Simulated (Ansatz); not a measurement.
```yaml
crystal:
  periodic: [false, false, false]
  atoms:
    - {symbol: Ge, position_ang: [0.000032, -0.000612, 0.000495]}
    - {symbol: Ge, position_ang: [-0.008547, -0.015012, 2.428846]}
    - {symbol: Ge, position_ang: [2.292401, 0.014432, -0.800328]}
    - {symbol: Ge, position_ang: [-1.149039, 1.982352, -0.802259]}
    - {symbol: Ge, position_ang: [-1.134646, -1.982262, -0.825944]}
    - {symbol: H, position_ang: [0.863849, -1.170098, 2.956388]}
    - {symbol: H, position_ang: [-1.443930, -0.198721, 2.957541]}
    - {symbol: H, position_ang: [0.551068, 1.314391, 2.970173]}
    - {symbol: H, position_ang: [3.019242, -1.270855, -0.360722]}
    - {symbol: H, position_ang: [3.049245, 1.229417, -0.230655]}
    - {symbol: H, position_ang: [2.315626, 0.094474, -2.338683]}
    - {symbol: H, position_ang: [-2.613213, 1.980134, -0.322979]}
    - {symbol: H, position_ang: [-1.133313, 2.021249, -2.342329]}
    - {symbol: H, position_ang: [-0.455911, 3.250574, -0.268698]}
    - {symbol: H, position_ang: [-0.543586, -3.247026, -0.174309]}
    - {symbol: H, position_ang: [-0.972226, -2.091948, -2.354068]}
    - {symbol: H, position_ang: [-2.637051, -1.910509, -0.492449]}
basis:
  gaussian: {orbitals: def2-TZVP, initial_orbitals: start.molden}
hamiltonian: {xc: {name: wB97X-V}}
scf: {omitted_lower_state_checks: [starts]}
output: {orbitals: {seedname: orbitals}}
```

The file start.molden holds the orbitals of an earlier run on this structure, at another level or in another basis.

```sh
$ ansatz run in.yaml --threads 4 --pin off --events-out ev --progress --plain --max-ram 4787MiB
```

(1) Does this run fit into the memory that it is given?

Results:

(1) No. It has 312 basis functions, and Ansatz plans for 5.13 GiB where 4.67 GiB are given.
